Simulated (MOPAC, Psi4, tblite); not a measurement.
Approach curve of the dimer HBr ··· BF3 (SMILES Br and FB(F)F). Monomers: optimised at B3LYP-D3(BJ) (def2-TZVP), held rigid. Orientation: lowest of the rigid-body minima from ten starts at GFN2-xTB. R is the distance of the centres of mass, along which the second monomer moves.

GFN2-xTB (tblite); PM3, restricted, heats of formation (MOPAC); AM1, restricted, heats of formation (MOPAC); SAPT0/jun-cc-pVDZ, frozen core (Psi4).

Interaction energies in kcal/mol; the last columns give the difference from SAPT0:

| R / Å | GFN2-xTB | PM3 | AM1 | SAPT0/jun-cc-pVDZ | GFN2-xTB − SAPT0/jun-cc-pVDZ | PM3 − SAPT0/jun-cc-pVDZ | AM1 − SAPT0/jun-cc-pVDZ |
|---|---|---|---|---|---|---|---|
| 4.40 | 1.78 | -2.55 | 6.00 | 2.81 | -1.03 | -5.35 | 3.19 |
| 4.56 | -0.80 | -2.25 | 1.71 | 0.57 | -1.37 | -2.81 | 1.15 |
| 4.76 | -2.11 | -0.49 | -0.38 | -0.68 | -1.43 | 0.19 | 0.30 |
| 4.98 | -2.41 | -0.38 | -0.99 | -1.07 | -1.34 | 0.69 | 0.08 |
| 5.20 | -2.25 | -0.72 | -0.96 | -1.05 | -1.20 | 0.34 | 0.09 |
| 5.35 | -2.05 | -0.71 | -0.81 | -0.96 | -1.09 | 0.25 | 0.15 |
| 5.70 | -1.57 | -0.42 | -0.45 | -0.72 | -0.85 | 0.30 | 0.27 |
| 5.95 | -1.29 | -0.27 | -0.31 | -0.57 | -0.71 | 0.30 | 0.26 |
| 6.46 | -0.86 | -0.16 | -0.20 | -0.36 | -0.50 | 0.20 | 0.16 |
| 7.14 | -0.52 | -0.10 | -0.13 | -0.20 | -0.32 | 0.11 | 0.08 |
| 8.17 | -0.27 | -0.05 | -0.07 | -0.10 | -0.17 | 0.05 | 0.03 |
| 9.49 | -0.13 | -0.02 | -0.04 | -0.05 | -0.09 | 0.02 | 0.01 |

GFN2-xTB is furthest from SAPT0/jun-cc-pVDZ at 4.76 (-1.43 kcal/mol, below); its mean absolute difference over the points is 0.84 kcal/mol.

PM3 is furthest from SAPT0/jun-cc-pVDZ at 4.40 (-5.35 kcal/mol, below); its mean absolute difference over the points is 0.89 kcal/mol.

AM1 is furthest from SAPT0/jun-cc-pVDZ at 4.40 (3.19 kcal/mol, above); its mean absolute difference over the points is 0.48 kcal/mol.
